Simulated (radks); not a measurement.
These are the eigenvalues of the occupied orbitals of an atom or ion with whole-number occupations (eV). Calculated with a radial shooting solver on a logarithmic mesh with Libxc functionals: non-relativistic Kohn-Sham, BLYP, spin-polarised, spherical densities, point nucleus.

1s down: -4869.485
1s up: -4869.483
2s up: -562.5235
2s down: -562.1565
2p up: -475.1712
2p down: -474.8885
3s up: -91.9316
3s down: -90.7991
3p up: -68.6494
3p down: -67.5389
3d up: -32.7992
7s up: -4.0190

Which element is it, and in what charge state? The configuration may be excited. Open shells, if any, are filled with parallel spins first.

Answer. Z = 22, titanium, charge +2: Ti2+ in [Ar] 3d1 7s1. The list shows which subshells hold electrons but not how many an open one holds; the 1s level, -178.95 hartree, gives Z - s = 18.9 by -(Z - s)^2/2, which with screening narrows Z to a few neighbours, and the depths of the outer levels then fix element, charge and occupations together.
